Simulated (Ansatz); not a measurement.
A run of Ansatz (development build ahead of 0.2.0) on doublet ScH2O(2+) at this shape:

```yaml
atoms:
  - { symbol: Sc, position_ang: [0.0000, 0.0000, 0.0000] }
  - { symbol: O, position_ang: [0.0000, 0.0000, 2.1000] }
  - { symbol: H, position_ang: [0.7750, 0.0000, 2.6750] }
  - { symbol: H, position_ang: [-0.7750, 0.0000, 2.6750] }
```

Its results:

```
Converged                       : yes
Total energy                    : -836.21898 hartree
Spin squared of the determinant : 0.750
Stability test                  : minimum among restricted orbitals
```

Task: Which input gives this output? Name the method, the orbitals and the basis set, and write the input.

Result: PBE0 (restricted open-shell) in pcseg-2.

```yaml
crystal:
  periodic: [false, false, false]
  atoms:
    - { symbol: Sc, position_ang: [0.0, 0.0, 0.0] }
    - { symbol: O, position_ang: [0.0, 0.0, 2.1] }
    - { symbol: H, position_ang: [0.775, 0.0, 2.675] }
    - { symbol: H, position_ang: [-0.775, 0.0, 2.675] }
basis:
  gaussian: { orbitals: pcseg-2 }
total_charge: 2
magnetization:
  initial_magnetization: 1
hamiltonian:
  xc: pbe0
```

Caution: no unrestricted run beside it, a lower state can exist; other spin multiplicities were not run.
